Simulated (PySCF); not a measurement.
Excitation energy of Br by level of theory

Br [Ar] 3d10 4s2 4p5 (2P) → Br [Ar] 3d10 4s2 4p4 4d1 (high-spin determinant), as a difference of total energies. All numbers are calculated (PySCF 2.14, scalar relativity through the core potential, in aug-cc-pVQZ-PP with one added diffuse shell each of s, p, d, f, g type with ECP10MDF (8s7p6d4f3g, 114 functions)). Correlated levels: valence: 3s2 3p6 3d10 frozen. The calculations carry no spin-orbit coupling.

```json
{"method": "UHF", "excitation energy (eV)": "9.023"}
{"method": "LDA", "excitation energy (eV)": "9.658"}
{"method": "PBE", "excitation energy (eV)": "9.331"}
{"method": "PBE0", "excitation energy (eV)": "9.480"}
{"method": "r2SCAN", "excitation energy (eV)": "9.644"}
{"method": "r2SCAN0", "excitation energy (eV)": "9.688"}
{"method": "B97-3", "excitation energy (eV)": "9.597"}
{"method": "BHandHLYP", "excitation energy (eV)": "9.689"}
{"method": "MP2 (valence)", "excitation energy (eV)": "9.783"}
{"method": "SCS-MP2 (valence)", "excitation energy (eV)": "9.882"}
```

How much does correlation contribute at MP2 (valence)?

9.783 − (9.023) = 0.760 eV, measured against UHF.

The promoted electron is Rydberg-like, and one or two diffuse shells describe it only roughly, which tends to raise the upper state.

The determinant of the upper state mixes LS terms, which raises its energy above the lowest term, most at the Hartree-Fock and MP2 levels.
